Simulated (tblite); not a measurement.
Question: Write Cartesian coordinates for `Cc1oc(C(F)(F)F)cp1` as optimised with GFN2-xTB.

Answer: 
```
atom  x, y, z in Å
C1     2.5947   -0.2454    0.1537
C2     1.2313    0.3296   -0.0025
O3     0.2080   -0.5330    0.0896
C4    -0.9672    0.0919   -0.0627
C5    -2.1908   -0.7643    0.0241
F6    -3.2995   -0.0575   -0.2247
F7    -2.1704   -1.7811   -0.8521
F8    -2.3487   -1.3167    1.2391
C9    -0.8971    1.4323   -0.2729
P10    0.7858    1.9702   -0.2855
H11    2.7730   -1.0106   -0.6018
H12    3.3390    0.5394    0.0521
H13    2.6982   -0.7159    1.1316
H14   -1.7570    2.0604   -0.4103
```

Orientation and origin are arbitrary. Atoms count from 1 in this order. Of the pairs four or more bonds apart, F6···H14 is among the closest relative to their van der Waals radii: 2.63 Å, 98 % of the sum of Bondi's values. P10 (phosphorus bonded to 2 C) is bent (angle 87.4°). The 3 C–C bonds span 1.359 Å (C4–C9, aromatic) to 1.496 Å (C4–C5, drawn single), a spread of 0.137 Å. The C–P distances run from 1.723 Å (C2–P10, aromatic) to 1.767 Å (C9–P10, aromatic), a spread of 0.044 Å.

Bonds between heavy atoms (Å): C1–C2 1.488, C2–O3 1.341, O3–C4 1.340, C4–C5 1.496, C5–F6 1.338, C5–F7 1.342, C5–F8 1.344, C4–C9 1.359, C9–P10 1.767, C2–P10 1.723.

The geometry is computed with GFN2-xTB (gas phase).

Point group: near Cs, missed by 0.16 Å at most; the miss may be what the optimiser left on a soft mode. Its GFN2-xTB frequencies are all real (lowest 20 cm⁻¹). 2 starts were optimised and ended at 0.00 and 0.41 kcal/mol (GFN2-xTB); the lowest of these is shown.
